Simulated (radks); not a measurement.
Results of a calculation; reference values are marked as such.
Ionisation of the lead ion Pb+, [Hg] 6p1, to Pb2+, [Hg], under several functionals. Scalar-relativistic Kohn-Sham, spin-polarised, spherical densities, finite nucleus; open shells are filled with parallel spins first (spin-orbit coupling, left out, can overturn this in heavy ions); a radial shooting solver on a logarithmic mesh with Libxc functionals.

| functional | E(Pb+) (hartree) | Exc (hartree) | IE (eV) | -e(HOMO) (eV) | <r> HOMO (bohr) | IE error (eV) |
|---|---|---|---|---|---|---|
| exchange-only r2SCAN | -20873.2454 | -381.6942 | 12.652 | 9.525 | 3.037 | -2.381 |
| Wu-Cohen GGA | -20874.4908 | -384.7856 | 13.670 | 10.256 | 2.980 | -1.363 |
| exchange-only PBE | -20870.8479 | -381.0823 | 13.005 | 9.580 | 3.085 | -2.027 |
| SOGGA | -20869.6066 | -379.9160 | 13.544 | 10.138 | 2.990 | -1.489 |

NIST Atomic Spectra Database: 15.032 eV (measured). Closest: Wu-Cohen GGA. The Delta-SCF values span 1.02 eV, the total energies 4.88 hartree. The highest occupied level is 6p. Open shells are spherical and high-spin; term and fine-structure splittings are not resolved. Spin-orbit splitting is averaged out at the scalar-relativistic level.
